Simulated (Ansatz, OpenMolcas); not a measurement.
**OpenMolcas → Ansatz**

OpenMolcas 26.06 runs this on TiH4O4 (SMILES O[Ti](O)(O)O):

job.inp:
```
&GATEWAY
  BASLIB=$CurrDir
  COORD
  9
  angstrom
  O       -0.125250       1.268390      -1.272730
  Ti       0.000070       0.000090      -0.000050
  O        1.651710      -0.715310      -0.066120
  O       -1.235630      -1.279200      -0.283830
  O       -0.290490       0.726280       1.622320
  H       -0.813470       1.413950      -1.922910
  H        2.270980      -0.885970       0.644480
  H       -1.123140      -2.176250      -0.600550
  H       -0.334770       1.648010       1.879390
  BASIS=def2-SVP
  GROUP=NoSym

&SEWARD
  GRIDINPUT
  Grid=UltraFine
  End of Grid

&SCF
  KSDFT=PBE0
  THRESHOLDS=1e-10 1e-07 1e-07 1e-05
  PRORBITALS=0

&ALASKA
```

```bash
$ export MOLCAS_MEM=1860
$ pymolcas job.inp > job.log
```

(Basis files named in the input come from the Basis Set Exchange and aren't shown.)

Geometry: relaxed at PBE0-D4/def2-TZVP. This is one conformer, not always the lowest.

It gives a total energy of -1152.116495 Eh.

Question: Translate the job to Ansatz 0.2.0 as an input file of the program's own, asking for the energy.

Answer: This input was run:

run.yaml:
```yaml
basis:
  gaussian: {orbitals: def2-SVP}
crystal:
  periodic: [false, false, false]
  atoms:
    - symbol: O
      position_ang: [-0.125250, 1.268390, -1.272730]
    - symbol: Ti
      position_ang: [0.000070, 0.000090, -0.000050]
    - symbol: O
      position_ang: [1.651710, -0.715310, -0.066120]
    - symbol: O
      position_ang: [-1.235630, -1.279200, -0.283830]
    - symbol: O
      position_ang: [-0.290490, 0.726280, 1.622320]
    - symbol: H
      position_ang: [-0.813470, 1.413950, -1.922910]
    - symbol: H
      position_ang: [2.270980, -0.885970, 0.644480]
    - symbol: H
      position_ang: [-1.123140, -2.176250, -0.600550]
    - symbol: H
      position_ang: [-0.334770, 1.648010, 1.879390]
magnetization: {spin_polarized: false, initial_magnetization: 0}
hamiltonian: {xc: {name: PBE0}}
accuracy: high
output: {orbitals: {seedname: orbitals}}
```

```bash
$ ansatz run run.yaml --threads 1 --pin off --max-ram 3480MiB --events-out events.jsonl --progress --plain --runs-dir runs
```

Its energy is -1152.116496 Eh, 0.001 mEh from the first.
